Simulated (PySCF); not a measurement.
PySCF input for Ti(O)2 cation (O2Ti), SMILES [Ti](=[O])=[O] (connectivity only; charge and spin as stated), charge +1, multiplicity 2, C-PCM-PBE0/def2-SVP. Geometry: B3LYP-D3(BJ)/def2-TZVP. A frequency run showed that this geometry is not a minimum. The multiplicity is an assumed one; other spin states were not compared. The isomer is the one that the SMILES or the coordinates give; other isomers of the formula were not compared.

```python
import numpy as np
from pyscf import gto, scf, dft
from pyscf.solvent import pcm

mol = gto.M(
    atom='''
    Ti    0.00000000   -0.00000001    0.46894011
    O     0.00000000    1.21670547   -0.64479264
    O     0.00000000   -1.21670545   -0.64479266
    ''',
    basis='def2-SVP',
    charge=1,
    spin=1,
    max_memory=1600,
    verbose=3,
)
mf = dft.UKS(mol, xc='pbe0').density_fit(auxbasis='def2-universal-jkfit')
mf.grids.level = 3
mf.conv_tol = 1e-9
mf.max_cycle = 100
mf.kernel()
fine, coarse = mf.grids, dft.Grids(mol).set(level=1).build(with_non0tab=True)
for _ in range(3):  # follow internal instabilities
    mf.grids = coarse
    mo, _, stable, _ = mf.stability(return_status=True, nroots=4)
    mf.grids = fine
    if stable:
        break
    mf.kernel(mf.make_rdm1(mo, mf.mo_occ))
res = {}
for name, eps in {'water': 78.355, 'ethanol': 24.852, 'n-hexane': 1.8819}.items():
    s = mf.PCM()
    s.with_solvent.method, s.with_solvent.eps, s.with_solvent.lebedev_order = 'C-PCM', eps, 29
    s.kernel(mf.make_rdm1())
    res[name] = (s.e_tot, eps, s.dip_moment(), s.mo_energy, s.converged)
    print(f'{name}: electrostatic solvation free energy {(s.e_tot - mf.e_tot) * 627.509474:.3f} kcal/mol')
```

Program output:

```

WARN: HOMO -0.446749462064409 >= LUMO -0.446749462064409

converged SCF energy = -999.011978556719  <S^2> = 0.83431137  2S+1 = 2.0826055
<class 'pyscf.df.df_jk.DFUKS'> wavefunction is stable in the internal stability analysis

WARN: PCM is an experimental feature. It is still in testing.
Features and APIs may be changed in the future.

converged SCF energy = -999.141488645924  <S^2> = 0.82470787  2S+1 = 2.0733624

WARN: System has nonzero charge 1; the dipole moment is origin-dependent.
Location of origin: [0. 0. 0.]

Dipole moment(X, Y, Z, Debye): -0.00000, -0.00000,  7.26641
water: electrostatic solvation free energy -81.269 kcal/mol

WARN: PCM is an experimental feature. It is still in testing.
Features and APIs may be changed in the future.

converged SCF energy = -999.137763291695  <S^2> = 0.82499472  2S+1 = 2.073639

WARN: System has nonzero charge 1; the dipole moment is origin-dependent.
Location of origin: [0. 0. 0.]

Dipole moment(X, Y, Z, Debye): -0.00000, -0.00000,  7.23527
ethanol: electrostatic solvation free energy -78.931 kcal/mol

WARN: PCM is an experimental feature. It is still in testing.
Features and APIs may be changed in the future.

converged SCF energy = -999.07240905482  <S^2> = 0.82993057  2S+1 = 2.0783942

WARN: System has nonzero charge 1; the dipole moment is origin-dependent.
Location of origin: [0. 0. 0.]

Dipole moment(X, Y, Z, Debye): -0.00000,  0.00000,  6.71268
n-hexane: electrostatic solvation free energy -37.921 kcal/mol
```

The run converged.

Cost: about 20 core-seconds (a rough figure).
